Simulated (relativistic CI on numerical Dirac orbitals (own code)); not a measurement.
Electric-dipole transitions in Sc VIII

These numbers are calculated, not measured: Dirac-Coulomb-Breit CI, KLI orbitals optimised for each configuration, model QED, unscaled Slater integrals (own radial code, finite nucleus).

Configurations in the expansion (outside the closed core [Ne]): 3s2 3p2, 3s 3p3, 3s2 3p 3d, 3p4, 3s 3p2 3d, 3p3 3d, 3s 3p 3d2, 3s2 3p 4s, 3s2 3p 4p, 3s2 3d 4p, 3p3 4s, 3s2 3p 4d, 3p3 4p, 3s 3p2 4s, 3s 3p 3d 4s, 3s2 3p 4f, 3s 3p2 4p, 3s2 3p 5s, 3s2 3p 5p, 3s2 4s 4p, 3s 3p2 4d, 3s2 3p 5d, 3s2 3p 5f, 3s2 3p 5g, 3p2 3d 4p, 3s 3p2 4f, 3s2 3p 6s, 3s 3p 4s2, 3s2 3p 6p, 3s2 3d2, 3s 3d3, 3p2 3d2, 3p 3d3, 3p 3d2 4s, 3p 3d2 4p, 3p 3d2 4d, 3s2 3d 4s, 3s 3d2 4s, 3s 3p 3d 4p, 3s 3d2 4p, 3s 3d 4s 4p, 3s 3d 4p2, 3s 3d 4p 4d, 3s2 4s2, 3s 3d 4s2, 3p2 3d 4s, 3p 3d 4s2, 3p 3d 4s 4p, 3p 3d 4s 4d, 3s2 4p2. Double excitations out of closed p, d and f shells are left out; levels of such configurations are missing from the list, as are those of other unlisted configurations, and high levels can miss mixing partners. These lack a partner that the ground configuration has and come out too high: 3s 3p2 4d, 3s 3p2 4f, 3s2 3p 4f, 3s2 3p 5s, 3s2 3p 5p.

```
λ vac (Å)                 Lower                  Upper   A (s⁻¹)        gf  Branching (%)
   177.94  3s2 3p 3d 3F°_4 [17]   3s2 3p 4f 3G_5 [257]  1.14e+11  5.98e+00           99.5
   178.46  3s2 3p 3d 3F°_3 [16]   3s2 3p 4f 3G_4 [249]  7.33e+10  3.15e+00           62.3
   179.44   3s 3p2 3d 5F_3 [34]  3s 3p2 4f 5G°_4 [399]  1.00e+11  4.36e+00           85.2
   179.47   3s 3p2 3d 5F_4 [35]  3s 3p2 4f 5G°_5 [400]  1.09e+11  5.79e+00           92.5
   196.31  3s2 3p 3d 3D°_3 [25]   3s2 3p 4f 3F_4 [256]  5.91e+10  3.07e+00           49.8
   204.67  3s2 3p 3d 1F°_3 [26]   3s2 3p 4f 1G_4 [267]  1.07e+11  6.05e+00           97.9
   254.61     3s 3p3 1D°_2 [13]    3s 3p2 3d 1F_3 [91]  3.48e+10  2.37e+00           46.7
   268.66      3s 3p3 3D°_3 [9]    3s 3p2 3d 3F_4 [76]  1.67e+10  1.62e+00           45.2
   273.93     3s 3p3 3P°_2 [12]    3s 3p2 3d 3D_3 [78]  2.37e+10  1.87e+00           51.2
   280.26     3s 3p3 1P°_1 [18]    3s 3p2 3d 1D_2 [98]  3.69e+10  2.17e+00           47.9
   283.89  3s2 3p 3d 3F°_4 [17]      3s2 3d2 3F_4 [95]  2.16e+10  2.35e+00           38.7
   288.27      3s2 3p2 1D_2 [4]   3s2 3p 3d 1F°_3 [26]  5.06e+10  4.41e+00           99.2
   290.80      3s 3p3 3D°_3 [9]    3s 3p2 3d 3F_4 [63]  3.38e+10  3.85e+00           93.4
   292.35      3s 3p3 3D°_2 [8]    3s 3p2 3d 3F_3 [61]  2.39e+10  2.15e+00           70.9
   293.58      3s 3p3 3D°_1 [7]    3s 3p2 3d 3F_2 [60]  2.17e+10  1.40e+00           65.6
   296.75      3s2 3p2 3P_0 [1]   3s2 3p 3d 3D°_1 [23]  1.98e+10  7.86e-01           42.2
   297.59  3s2 3p 3d 1D°_2 [22]     3s2 3d2 1D_2 [113]  4.56e+10  3.03e+00           58.4
   297.96      3s2 3p2 3P_1 [2]   3s2 3p 3d 3D°_2 [24]  2.83e+10  1.88e+00           60.8
   298.71      3s2 3p2 3P_1 [2]   3s2 3p 3d 3D°_1 [23]  2.39e+10  9.60e-01           50.9
   300.45      3s2 3p2 3P_2 [3]   3s2 3p 3d 3D°_3 [25]  4.60e+10  4.36e+00           99.5
   300.86      3s2 3p2 3P_2 [3]   3s2 3p 3d 3D°_2 [24]  1.81e+10  1.23e+00           38.9
   301.08      3s 3p3 5S°_2 [6]    3s 3p2 3d 5P_1 [47]  3.92e+10  1.60e+00           99.9
   301.78      3s 3p3 5S°_2 [6]    3s 3p2 3d 5P_2 [46]  3.89e+10  2.65e+00           99.9
   302.90      3s 3p3 5S°_2 [6]    3s 3p2 3d 5P_3 [45]  3.85e+10  3.71e+00           99.9
   304.57      3s2 3p2 3P_0 [1]   3s2 3p 3d 3P°_1 [20]  1.64e+10  6.84e-01           53.6
   305.31   3s 3p2 3d 5F_5 [36]  3s 3p 3d2 5F°_5 [157]  3.04e+10  4.67e+00           72.6
   306.70     3s 3p3 3S°_1 [14]    3s 3p2 3d 3P_2 [86]  4.85e+10  3.42e+00           61.5
   306.88      3s2 3p2 1S_0 [5]   3s2 3p 3d 1P°_1 [27]  3.92e+10  1.66e+00           99.7
   308.58     3s 3p3 1D°_2 [13]    3s 3p2 3d 1D_2 [77]  2.36e+10  1.68e+00           87.8
   308.90      3s2 3p2 3P_1 [2]   3s2 3p 3d 3P°_2 [19]  1.17e+10  8.37e-01           37.1
   311.15     3s 3p3 3P°_2 [12]    3s 3p2 3d 3P_2 [69]  2.42e+10  1.75e+00           73.9
   312.02      3s2 3p2 3P_2 [3]   3s2 3p 3d 3P°_2 [19]  1.48e+10  1.08e+00           47.1
   313.22      3s 3p3 3D°_2 [8]    3s 3p2 3d 3D_2 [56]  1.76e+10  1.30e+00           63.1
   313.41      3s 3p3 3D°_3 [9]    3s 3p2 3d 3D_3 [57]  2.39e+10  2.46e+00           84.1
   329.16      3s2 3p2 1D_2 [4]   3s2 3p 3d 1D°_2 [22]  3.40e+10  2.76e+00           90.7
   333.05  3s2 3p 3d 3D°_2 [24]      3s2 3d2 3F_3 [94]  2.77e+10  3.22e+00           48.9
   333.42  3s2 3p 3d 3D°_3 [25]      3s2 3d2 3F_4 [95]  3.20e+10  4.80e+00           57.4
   342.40  3s2 3p 3d 1D°_2 [22]    3s 3p2 3d 1F_3 [91]  1.98e+10  2.44e+00           26.6
   344.19      3s 3p3 3D°_3 [9]    3s 3p2 3d 3P_2 [49]  1.60e+10  1.42e+00           63.1
   353.78  3s2 3p 3d 1F°_3 [26]     3s2 3d2 1G_4 [108]  2.86e+10  4.83e+00           99.8
   365.34      3s2 3p2 3P_2 [3]      3s 3p3 3S°_1 [14]  2.07e+10  1.24e+00           54.9
   375.35  3s2 3p 3d 3F°_4 [17]    3s 3p2 3d 3F_4 [76]  1.42e+10  2.71e+00           38.7
   380.84      3s2 3p2 1D_2 [4]      3s 3p3 1P°_1 [18]  1.78e+10  1.16e+00           80.9
   381.94  3s2 3p 3d 3F°_4 [17]    3s 3p2 3d 3D_3 [73]  1.33e+10  2.03e+00           47.4
   401.67  3s2 3p 3d 1F°_3 [26]    3s 3p2 3d 1F_3 [91]  1.56e+10  2.64e+00           20.9
```

Terms are leading LS components. Brackets give the number of a level in order of energy, since labels repeat. The list gives strong lines, with weight on those to low levels, without lines whose two gauges differ by over a factor of 2.5, among the lowest 400 of 2704 levels, so that lines to higher ones, which can be the strongest, are missing. Levels whose partners in the same complex of configurations lie outside the list can be far off, and so can their lines. Rates are taken at the computed energies, electric ones in the length gauge.

At this charge configurations can still be misplaced by up to about 7 % of their energy. 24 of the 25 excited levels that our extract of the measured tables holds in this range could be paired (the sources list more); they are missed by 3851 cm⁻¹ on average and 11648 at most, and levels without a partner can miss by more.

LS names give the leading component of a level, which can be under half, so a name can repeat, a term be missing and a line seem to break the LS rules.
